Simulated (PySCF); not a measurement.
How the method changes the constants of AlCd⁻

State: ³Σ⁻ (triplet), unpaired electrons π ↑↑. Set-up: basis Al def2-SVPD, Cd def2-SVPD with ECP28; scalar-relativistic core potentials; PySCF 2.14. De refers to Al⁻ + Cd in their high-spin ground configurations, without counterpoise correction. The functionals are run spin-unrestricted. A positive dipole points towards Cd; it is taken about the centre of mass and depends on that origin.

| Level | Re (Å) | ωe (cm⁻¹) | De (eV) | μ (D) |
| --- | --- | --- | --- | --- |
| LDA | 2.580 | 229 | n/a | 4.51 |
| PBE | 2.674 | 200 | n/a | 5.17 |
| r²SCAN | 2.630 | 215 | n/a | 5.04 |
| PBE0 | 2.681 | 197 | n/a | 5.39 |

Problem. What does the step from GGA to meta-GGA do here, going from PBE to r²SCAN?

Solution. r²SCAN less PBE: -4.4 pm in Re, +7.5 % in ωe. 

Problem. What does the gradient correction do here, going from LDA to PBE?

Solution. PBE less LDA: +9.4 pm in Re, -12.7 % in ωe. The gradient correction favours the more uneven density of free atoms, so it tends to lengthen bonds and takes away much of the overbinding of LDA; so it does here.

Spin–orbit coupling is left out. The highest Kohn–Sham level is positive in this anion. Much of that is self-interaction error, but it also means that the finite basis helps to hold the extra electron. The state was picked by a PBE0 search and need not be the measured ground state.

The whole job (state search and all levels along the bond) took about 2.1 min on 1 thread of Arm Neoverse V2 (shared host), peak memory 0.87 GiB.
